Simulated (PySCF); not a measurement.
Computed properties of Si(Cl)(Br)(Me)(NH2) (CH5BrClNSi), SMILES C[Si](N)(Cl)Br

CH5BrClNSi, SMILES C[Si](N)(Cl)Br. The structure is a stationary point at PBE0-D3(BJ)/def2-SVP. Other conformers were not sampled. All values are computed for the isolated molecule unless a solvent is named; none is compared with measurement here.

**Structure.** All 24 harmonic modes at PBE0-D3(BJ)/def2-SVP (PySCF) are real, so it is a minimum. With heavy atoms numbered as in [CH3:1][Si:2]([NH2:3])([Cl:4])[Br:5], the shortest bond between them is Si2–N3 at 1.711 Å and the longest Si2–Br5 at 2.246 Å.

**Vibrations.** The strongest infrared lines (harmonic, unscaled, degenerate partners summed) lie at 449 cm⁻¹ (221 km/mol, H 63 %, N 24 %), 545 cm⁻¹ (158 km/mol, Si 47 %, Cl 35 %, H 10 %), 913 cm⁻¹ (135 km/mol, Si 42 %, N 38 %, H 17 %). The softest mode is at 121 cm⁻¹ and the zero-point energy is 41.7 kcal/mol.

**Electronic structure.** CAM-B3LYP/def2-TZVP (PySCF) places the frontier levels at -9.26 and 1.30 eV, a gap of 10.56 eV, and gives a dipole moment of 2.53 D and a mean polarisability of 73.3 bohr³. PBE/def2-TZVP (PySCF) at the same geometry gives -6.48 and -0.51 eV, so its gap is 4.59 eV narrower. An orbital gap is neither the optical nor the fundamental gap.

**Excitations.** TDA-CAM-B3LYP/def2-SVPD (PySCF) has S1 at 6.91 eV (179 nm, f = 0.046, weak); the most intense of the 10 singlets computed lies at 8.10 eV (f = 0.10). T1 (TDA) is at 6.47 eV, 0.44 eV under S1. TDA-PBE/def2-SVPD (PySCF) puts S1 at 5.91 eV. No vertical singlet excitation falls in the visible range (under 3.1 eV).

**NMR.** GIAO shifts at PBE0/pcSseg-1 (PySCF) (non-relativistic, atoms alike by connectivity averaged): ¹³C at 10.5 ppm against TMS; ¹H from 1.0 to 1.6 ppm against TMS; ²⁹Si at 29.8 ppm against TMS. Without spin–orbit terms, shifts of atoms bonded to Cl or Br come out too high.

**Solvation.** SMD-PBE0/6-31G* (PySCF) gives -4.8 kcal/mol in water, -8.5 kcal/mol in acetonitrile, -7.8 kcal/mol in cyclohexanone (1 M in both phases, gas-phase geometry); of these solvents acetonitrile holds the molecule best.
